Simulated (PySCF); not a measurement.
# Electron correlation in Ba⁺ (barium, charge +1)

[Xe] 6p1, 2P determinant (an excited configuration). All numbers are calculated (PySCF 2.14, the spin-free X2C one-electron Hamiltonian (Gaussian nucleus), in x2c-TZVPPall (11s7p6d2f1g, 85 functions)). Frozen: [Kr] 4d10; 9 electrons correlated.

MP2 pair energies summed by pair of shells (mhartree):

| pair | energy | share (%) |
| --- | --- | --- |
| 5p-5p | -111.90 | 71.2 |
| 5s-5p | -28.79 | 18.3 |
| 5p-6p | -10.27 | 6.5 |
| 5s-5s | -5.66 | 3.6 |
| 5s-6p | -0.47 | 0.3 |

Total MP2 correlation energy: -157.08 mhartree.

Same-spin part -39.37 and opposite-spin part -117.71 mhartree; SCS-MP2 scales them by 1/3 and 6/5 to -154.38 mhartree.

The basis was made for the ground configuration and has no added diffuse functions, which can raise the energy of the promoted electron.

This basis was not built for core-valence correlation, so the inner-shell part is incomplete.
